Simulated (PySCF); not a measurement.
C3H14Si3, SMILES C([SiH3])[C@H]([SiH2][SiH3])C. Atoms are numbered in the order given.

```xyz
20

C     -0.8475    -1.7399     0.9629
C      0.1308    -0.8768     0.1654
C      1.5390    -0.9211     0.7762
Si     2.9278    -0.0408    -0.1594
Si    -0.5301     0.9006    -0.0357
Si    -2.7695     0.8854    -0.7373
H     -0.9959    -1.3436     1.9811
H     -1.8378    -1.8007     0.4834
H     -0.4672    -2.7700     1.0658
H      0.1844    -1.2756    -0.8654
H      1.8551    -1.9764     0.8804
H      1.5213    -0.5189     1.8057
H      2.8736    -0.3857    -1.6148
H      4.2458    -0.4848     0.3908
H      2.8412     1.4450    -0.0221
H     -0.4210     1.6315     1.2693
H      0.2833     1.6464    -1.0485
H     -3.6689     0.3854     0.3493
H     -2.9250    -0.0177    -1.9219
H     -3.2166     2.2587    -1.1262
```

Coordinates come from a PBE0-D3(BJ)/def2-SVP optimisation. The structure was generated by enumeration; whether it is a known compound was not checked. The values are those of a single conformer.

Two levels are set side by side: PBE/pcSseg-1 (PySCF) and PBE0/pcSseg-1 (PySCF). GIAO shifts against TMS (²⁹Si), TMS (¹H), TMS (¹³C) at the same level; non-relativistic, no solvent, atoms listed together averaged. Differences are taken from unrounded values.

| quantity | PBE0 | PBE | PBE minus PBE0 |
|---|---|---|---|
| δ(¹³C) of C1 (ppm) | 27.6 | 28.8 | 1.2 |
| δ(¹³C) of C2 (ppm) | 19.1 | 23.0 | 3.9 |
| δ(¹³C) of C3 (ppm) | 18.8 | 21.0 | 2.2 |
| δ(²⁹Si) of Si4 (ppm) | -65.3 | -69.2 | -3.9 |
| δ(²⁹Si) of Si5 (ppm) | -59.3 | -61.9 | -2.6 |
| δ(²⁹Si) of Si6 (ppm) | -107.7 | -113.0 | -5.4 |
| δ(¹H) of H10 (ppm) | 1.12 | 1.33 | 0.21 |

Rough cost on one machine, each run with all the roots and properties that it gave: PBE0 against PBE within a factor of 2.
